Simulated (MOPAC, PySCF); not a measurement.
CH6OSi, SMILES `OC[SiH3]` (H–O–C–Si torsion 60°), neutral singlet in the gas phase. 

Cartesian coordinates (Å):
SMILES: C(O)[SiH3]
```xyz
9

O     -1.2983     0.8117    -0.8682
C     -0.8581    -0.0908     0.1578
Si     1.0141    -0.3611     0.0929
H     -0.8528     1.6554    -0.7295
H     -1.1772     0.2486     1.1541
H     -1.3808    -1.0328    -0.0290
H      1.6746     0.9700     0.1924
H      1.4737    -1.2125     1.2232
H      1.4046    -0.9886    -1.1937
```
Charge 0, spin multiplicity 1.

All levels are single points at this geometry (r2SCAN-D4/def2-TZVP); Pople sets use spherical d functions. Orbital energies aren't observables, and empty levels follow the basis.

PM6 in MOPAC gives gap (eV) = 9.87.

### Question
Estimate the gap (eV) from each of these levels: r2SCAN-D4/def2-TZVP in PySCF; B3LYP/3-21G in PySCF; B3LYP/6-31G* in PySCF; PBE/6-31G* in PySCF; HF/3-21G in PySCF; AM1 in MOPAC; PM3 in MOPAC; PM7 in MOPAC.

### Answer

| level | gap (eV) |
|---|---|
| r2SCAN-D4/def2-TZVP in PySCF | 6.50 |
| B3LYP/3-21G in PySCF | 7.82 |
| B3LYP/6-31G* in PySCF | 7.84 |
| PBE/6-31G* in PySCF | 5.85 |
| HF/3-21G in PySCF | 15.54 |
| AM1 in MOPAC | 11.70 |
| PM3 in MOPAC | 10.64 |
| PM7 in MOPAC | 11.60 |
